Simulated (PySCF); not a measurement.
These 5 structures share the formula C8H10S. The calculation used PySCF 2.14.0, PBE0-D3(BJ)/def2-SVP geometry optimisation, gas phase. Energies are electronic, without zero-point or thermal terms, for one conformer each. No frequencies were run at this level. Point groups hold within 0.08 Å.

Problem. Rank from lowest to highest electronic energy at this level (kcal/mol).
A. `[CH:1]#[C:2][C@@:3]1([CH:4]2[CH2:5][CH2:6][CH2:7]2)[CH2:8][S:9]1` with C2–C3–C4–C5 -71°, C3–C4–C5–C6 -143°, C4–C5–C6–C7 18°, C5–C6–C7–C4 -18°, C2–C3–C8–S9 106°
B. `[CH3:1][CH2:2][S:3][c:4]1[cH:5][cH:6][cH:7][cH:8][cH:9]1` with C1–C2–S3–C4 -178°, C2–S3–C4–C5 177° (ethyl phenyl sulfide)
C. `[CH3:1][S:2][C:3]1=[CH:4][C@H:5]2[CH:6]=[CH:7][C@@H:8]1[CH2:9]2` with C1–S2–C3–C4 2°
D. `[CH3:1][C:2]#[C:3][C@@H:4]1[CH2:5][CH2:6][C:7](=[S:8])[CH2:9]1` with C3–C4–C5–C6 -80°, C4–C5–C6–C7 -32°, C5–C6–C7–S8 -168°, C6–C7–C9–C4 13°
E. `[CH3:1][c:2]1[cH:3][cH:4][c:5]([CH3:6])[c:7]([SH:8])[cH:9]1` with C5–C7–S8–H -41° (2,5-dimethylthiophenol)

Solution. E (0.0), B (7.0), C (48.8), D (54.7), A (81.2).

As drawn, the lowest has an aromatic ring and an S–H bond, which the highest lacks; the highest has a three-membered ring, a four-membered ring and a C≡C bond, which the lowest lacks.

```json
{"SMILES": "Cc1ccc(C)c(S)c1", "E (Eh)": "-708.23366", "E rel (kcal/mol)": "0.0", "dipole (D)": "1.21", "point group": "–", "A, B, C (MHz)": "2210, 1073, 730.3"}
{"SMILES": "CCSc1ccccc1", "E (Eh)": "-708.22254", "E rel (kcal/mol)": "7.0", "dipole (D)": "1.43", "point group": "near Cs", "A, B, C (MHz)": "4001, 754.4, 640.0"}
{"SMILES": "CSC1=C[C@H]2C=C[C@@H]1C2", "E (Eh)": "-708.15589", "E rel (kcal/mol)": "48.8", "dipole (D)": "1.16", "point group": "C1", "A, B, C (MHz)": "3179, 995.9, 926.0"}
{"SMILES": "CC#C[C@@H]1CCC(=S)C1", "E (Eh)": "-708.14652", "E rel (kcal/mol)": "54.7", "dipole (D)": "2.88", "point group": "C1", "A, B, C (MHz)": "2248, 764.2, 669.2"}
{"SMILES": "C#C[C@@]1(C2CCC2)CS1", "E (Eh)": "-708.10426", "E rel (kcal/mol)": "81.2", "dipole (D)": "1.63", "point group": "C1", "A, B, C (MHz)": "1990, 1174, 899.0"}
```
